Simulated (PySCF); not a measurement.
Al(Cl)(iPr)2, SMILES C[CH]([Al]([Cl])[CH](C)C)C, GFN2-xTB optimised geometry.

```
22

Al     0.52    -0.02     0.00
Cl     2.55    -0.02     0.00
C     -0.50    -1.77     0.04
C     -2.01    -1.54     0.14
C     -0.01    -2.66     1.19
H     -0.32    -2.34    -0.89
H     -2.55    -2.49     0.15
H     -2.26    -1.00     1.05
H     -2.36    -0.95    -0.71
H      1.07    -2.80     1.14
H     -0.48    -3.65     1.16
H     -0.24    -2.21     2.16
C     -0.43     1.78     0.00
C      0.09     2.65    -1.15
C     -0.22     2.51     1.33
H     -1.52     1.67    -0.14
H     -0.36     3.65    -1.12
H      1.17     2.77    -1.08
H     -0.14     2.20    -2.11
H     -0.66     1.95     2.16
H     -0.68     3.50     1.31
H      0.84     2.64     1.53
```

Density from PySCF with CAM-B3LYP/def2-SVP at that geometry.

Minimum of the electron density along straight lines between bonded atoms, close to the bond critical point (lines longer than 1.1 times the sum of covalent radii, or with two minima, are not listed):

```tsv
bond	length / Å	ρ at the minimum / e bohr⁻³	∇²ρ there / e bohr⁻⁵	position (fraction from the first atom)
Al1–Cl2	2.034	0.077	0.41	0.39
Al1–C3	2.028	0.079	0.27	0.39
C3–C4	1.534	0.239	-0.54	0.49
C3–C5	1.538	0.237	-0.53	0.49
C3–H6	1.103	0.265	-0.91	0.62
C4–H7	1.091	0.275	-1.01	0.63
C4–H8	1.089	0.276	-1.01	0.62
C4–H9	1.089	0.276	-1.01	0.62
C5–H10	1.091	0.276	-1.01	0.63
C5–H11	1.091	0.275	-1.01	0.63
C5–H12	1.090	0.275	-1.00	0.62
Al1–C13	2.033	0.078	0.26	0.39
C13–C14	1.537	0.238	-0.53	0.49
C13–C15	1.538	0.237	-0.53	0.49
C13–H16	1.099	0.269	-0.93	0.62
C14–H17	1.091	0.275	-1.00	0.63
C14–H18	1.091	0.276	-1.01	0.63
C14–H19	1.090	0.275	-1.00	0.62
C15–H20	1.090	0.275	-1.00	0.62
C15–H21	1.091	0.275	-1.00	0.63
C15–H22	1.090	0.276	-1.01	0.63
```
